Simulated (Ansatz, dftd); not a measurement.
Reaction: CH5OSi (SMILES C[SiH]O, doublet) → CH5OSi (SMILES CO[SiH2], doublet)
Each species at its own B3LYP-D3(BJ)/def2-TZVP minimum (Ansatz, an electronic-structure program), one conformer.

Property: isomerisation energy (electronic), in kJ/mol. Open shells are spin-unrestricted; no spin-orbit coupling. Cores are frozen in correlated methods. Rows without X2C or -DK are non-relativistic. CBS(X,Y): correlation extrapolated as X^-3, Hartree-Fock from the larger set. A bracket is a step between two methods taken in the basis named. Functionals run without relativity, which enters their misses. Double hybrids freeze cores in their MP2 part. 'core' is core correlation in cc-pwCVTZ (1s frozen past Ne), 'X2C' scalar relativity in cc-pVTZ-DK, both at CCSD(T).

Compared with CCSD(T)/CBS(cc-pV(T+d)Z,cc-pV(Q+d)Z) + [CCSDT(Q) - CCSD(T)]/cc-pV(D+d)Z + core + X2C (Ansatz): 99.5 kJ/mol.

Costs are rough ratios of core time, to one figure, on one kind of shared machine, summed over the single points of the molecules; atoms, geometries and frequencies are left out. The first row took roughly 10 core seconds; short runs hold start-up time.

| level | program | cost relative to the first row | difference (kJ/mol) |
|---|---|---|---|
| B3LYP-D3(BJ)/def2-TZVPD | Ansatz + dftd3 | 1 | -10.7 |
| CAM-B3LYP/def2-TZVPD | Ansatz | 1 | -11.9 |
| r2SCANh-D4/def2-TZVPD | Ansatz + dftd4 | 2 | -2.5 |
| B2GP-PLYP-D4/def2-TZVPD | Ansatz + dftd4 | 2 | -7.3 |
| B2GP-PLYP/def2-TZVPD | Ansatz | 2 | -7.3 |
| CCSD(T)/cc-pV(D+d)Z | Ansatz | 2 | -20.2 |

The dearest row costs roughly 2 times the first. Costs within a factor of two don't rank. The table holds for this case alone.
